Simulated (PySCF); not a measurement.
Cartesian coordinates (Å):
```xyz
8

C      2.0013     0.3671     0.6163
C      0.9327    -0.0387     0.2417
C     -0.3127    -0.5530    -0.2056
C     -1.4321     0.1654    -0.3061
H      2.9406     0.7350     0.9486
H     -0.3226    -1.6044    -0.4765
H     -1.4564     1.2149    -0.0444
H     -2.3508    -0.2864    -0.6544
```
Charge 0, spin multiplicity 1.

Question: What total energy, dipole moment, LUMO, HOMO and HOMO–LUMO gap does PBE-D3(BJ)/def2-TZVP // B3LYP-D3(BJ)/def2-TZVP in PySCF 2.14.0 give?

Answer: 
The total energy is -154.5866 Ha and the dipole moment comes out as 0.081 e·Å. The LUMO comes out as -1.94 eV. The HOMO is -6.16 eV and the HOMO–LUMO gap is 4.22 eV.
